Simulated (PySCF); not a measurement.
AlH9Si3, SMILES [SiH3][Al]([SiH3])[SiH3].

Geometry: PBE-D3(BJ)/def2-SVP. The structure was generated by enumeration; whether it is a known compound was not checked.

Two levels are set side by side: PBE/def2-TZVP (PySCF) and M06-2X/def2-TZVP (PySCF). Same geometry, gas phase. Differences are taken from unrounded values.

```json
[
 {"quantity": "orbital gap (eV)", "PBE": "2.96"},
 {"quantity": "highest occupied level (eV)", "PBE": "-6.33"},
 {"quantity": "lowest empty level (eV)", "PBE": "-3.37"},
 {"quantity": "mean polarisability (bohr³)", "PBE": "137.1"}
]
```

Question: These are the PBE values. What does M06-2X give? (Estimate from the structure and the level; the computed values follow.)

Answer: 
| quantity | M06-2X | PBE minus M06-2X |
|---|---|---|
| orbital gap (eV) | 6.26 | -3.31 |
| highest occupied level (eV) | -8.20 | 1.87 |
| lowest empty level (eV) | -1.94 | -1.43 |
| mean polarisability (bohr³) | 130.6 | 6.5 |

PBE's occupied levels lie high since its potential decays too fast outside the molecule; exact exchange lowers them and widens the gap. Loosely held outer electrons make PBE densities more polarisable. Differences between two approximate levels are no errors against the true value.

Rough cost on one machine, each run with all the roots and properties that it gave: M06-2X against PBE about 3 times.
